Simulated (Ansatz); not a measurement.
A search over several starts for the lowest SCF solution of GaAsH₆⁺, that is Ga(AsH3)H3 with one electron fewer at the given spin, in a small basis.

```yaml
crystal:
  periodic: [false, false, false]
  atoms:
    - {symbol: Ga, position_ang: [-0.004572, 0.011263, -1.584887]}
    - {symbol: As, position_ang: [0.002884, -0.003850, 1.121165]}
    - {symbol: H, position_ang: [0.770544, 1.041309, 1.901008]}
    - {symbol: H, position_ang: [0.536479, -1.203310, 1.873480]}
    - {symbol: H, position_ang: [-1.290611, 0.121291, 1.896279]}
    - {symbol: H, position_ang: [1.562446, -0.017217, -1.739428]}
    - {symbol: H, position_ang: [-0.764428, 1.382647, -1.731787]}
    - {symbol: H, position_ang: [-0.812731, -1.332143, -1.735821]}
basis:
  gaussian: {orbitals: def2-SVP}
total_charge: 1
magnetization: {spin_polarized: true, initial_magnetization: 1}
hamiltonian: {xc: pbe0, dispersion: d4}
output: {orbitals: {seedname: orbitals}}
```

```sh
$ ansatz run in.yaml --threads 4 --pin off --events-out ev --progress --plain --max-ram 3916MiB
```

Output, abridged:

```
Functional definition: PBE0
947 factors; integrals over basis functions are off by at most 1.5e-3 eV
mean field evaluation 1: about -113276.1965 eV, gradient 1.4e1 eV
mean field evaluation 2: about -113274.1185 eV, gradient 2.1e1 eV
mean field evaluation 4: about -113277.2864 eV, gradient 1.7e0 eV
mean field evaluation 8: about -113277.3509 eV, gradient 1.7e-1 eV
mean field evaluation 16: about -113277.3559 eV, gradient 5.5e-2 eV
mean field evaluation 32: about -113277.3563 eV, gradient 1.1e-4 eV
mean field evaluation 64: about -113277.3366 eV, gradient 4.1e-1 eV
mean field evaluation 96: about -113277.2934 eV, gradient 2.3e0 eV
mean field -113277.35755030 eV, -4162.8661078229 hartree, gradient 2.2e-6 eV, S^2 0.763129; 10 other end points of the search recorded, 0 dependent functions left out
reference -113277.35758131 eV, -4162.8661089623 hartree; 35, 34 occupied and 59, 60 virtual orbitals, 947 factors
Total energy: -113277.45609203 eV, -4162.8697291645 hartree
```

Hardware: 4 threads of Intel Xeon 6975P-C on a shared host. Wall time 7 s.
